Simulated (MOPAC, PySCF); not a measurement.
H₂BBr₂N, SMILES `BrB(Br)N`, neutral singlet in the gas phase. 

Z-matrix (Å, degrees):
```
B
N 1 1.3817
H 2 1.0067 1 122.45
H 2 1.0067 3 115.10 1 -180.00
Br 1 1.9346 2 120.06 3 0.00
Br 1 1.9346 2 120.06 3 180.00
```
Charge 0, spin multiplicity 1.

All levels are single points at this geometry (B3LYP-D3(BJ)/def2-TZVP); Pople sets use spherical d functions. Orbital energies aren't observables, and empty levels follow the basis.

B3LYP/3-21G in PySCF gives HOMO (eV) = -7.31.

Estimate the HOMO (eV) from each of these levels: B3LYP-D3(BJ)/def2-TZVP in PySCF; B3LYP/6-311+G** (LANL2DZ on Br) in PySCF; M06-2X/6-31G* in PySCF; PBE/6-31G* in PySCF; SVWN5/6-31G* in PySCF; HF/3-21G in PySCF; HF/6-31G* in PySCF; PM7 in MOPAC.


```csv
level,HOMO (eV)
B3LYP-D3(BJ)/def2-TZVP in PySCF,-7.84
B3LYP/6-311+G** (LANL2DZ on Br) in PySCF,-7.82
M06-2X/6-31G* in PySCF,-9.27
PBE/6-31G* in PySCF,-6.70
SVWN5/6-31G* in PySCF,-6.83
HF/3-21G in PySCF,-10.67
HF/6-31G* in PySCF,-11.01
PM7 in MOPAC,-10.07
```
